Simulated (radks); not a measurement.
The numbers below are computed, except where a source is named.
Task: The rhodium ion Rh4+, [Kr] 4d5. Code: a radial shooting solver on a logarithmic mesh with Libxc functionals. Model: non-relativistic Kohn-Sham, LDA (Slater exchange, Perdew-Wang correlation), spin-polarised, spherical densities, point nucleus. Every spin shell is full or empty, so the densities are truly spherical. Functionals are evaluated on that one density, not self-consistently. Rank these exchange functionals by their error against the exact value of the orbitals, and give that value: LDA, PBEsol, RPBE, PW91, OPTX, WC, B86b, EV93, TPSS, r2SCAN, MS2, TASK, MVS.

Result: Exact: -132.536 hartree. From best to worst, with 100 (|E| - |E exact|)/|E exact| (equal figures are ties): B86b -0.03, MVS +0.04, PW91 -0.05, r2SCAN -0.10, EV93 -0.24, RPBE -0.25, TPSS -0.27, MS2 -0.57, WC -0.95, OPTX +1.09, TASK -2.28, PBEsol -2.40, LDA -5.14.
